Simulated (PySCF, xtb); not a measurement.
Mg(iPr)(OH) (C₃H₈MgO), SMILES C[CH](C)[Mg][OH]. Other conformers were not sampled.

Harmonic wavenumbers (cm⁻¹) from xtb with GFN2-xTB at its own minimum, in rising order: 28, 73, 167, 210, 239, 265, 370, 377, 404, 444, 719, 933, 944, 958, 987, 1141, 1154, 1184, 1316, 1401, 1416, 1481, 1484, 1493, 1503, 2912, 2920, 2937, 2980, 2986, 2992, 3001, 3737.

### Question
What does PBE-D3(BJ)/def2-SVP (PySCF) give at its own minimum? (Estimate from the structure and the level; the computed values follow.)

### Answer
15, 88, 91, 178, 215, 225, 253, 265, 352, 445, 783, 872, 882, 922, 952, 1076, 1119, 1146, 1277, 1333, 1348, 1402, 1417, 1423, 1431, 2906, 2907, 2939, 2986, 2987, 3026, 3027, 3905. Paired by order, the mean absolute difference is 48 cm⁻¹ and the zero-point energies are 64.6 and 63.2 kcal/mol.
